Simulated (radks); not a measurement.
Spherical quantum dot in the effective-mass picture: electrons in a parabolic well V = omega^2 r^2 / 2 with omega = 3.42, all in effective atomic units (hartree* = m*/eps^2 hartree, bohr* = eps/m* bohr), one dielectric constant everywhere. Method: non-relativistic Kohn-Sham, PBEsol, spin-polarised, spherical densities; computed with a radial shooting solver with Libxc functionals. Levels are named by radial order and angular momentum (1s, 1p, 1d, 2s, ...), and open shells are averaged over m.

N = 28, configuration 1s2 1p6 1d10 2s2 1f(up 7, down 1). This is the lowest configuration that the search found. Occupied and some empty levels:

| level | occupation | eigenvalue (hartree*) | <r> (bohr*) |
|---|---|---|---|
| 1s up | 1 | 28.938 | 0.8131 |
| 1s down | 1 | 29.001 | 0.8035 |
| 1p up | 3 | 30.880 | 1.044 |
| 1p down | 3 | 30.988 | 1.037 |
| 1d up | 5 | 32.970 | 1.211 |
| 1d down | 5 | 33.105 | 1.207 |
| 2s up | 1 | 33.225 | 1.080 |
| 2s down | 1 | 33.328 | 1.083 |
| 1f up | 7 | 35.205 | 1.344 |
| 1f down | 1 | 35.354 | 1.343 |
| 2p up | 0 | 35.640 | 1.215 |
| 2p down | 0 | 35.740 | 1.218 |
| 1g up | 0 | 37.574 | 1.456 |
| 1g down | 0 | 37.728 | 1.457 |
| 2d up | 0 | 38.154 | 1.342 |
| 2d down | 0 | 38.255 | 1.344 |

Energy (hartree*): total 630.927, kinetic 109.72, external 247.28, Hartree 299.18, exchange-correlation -25.255.
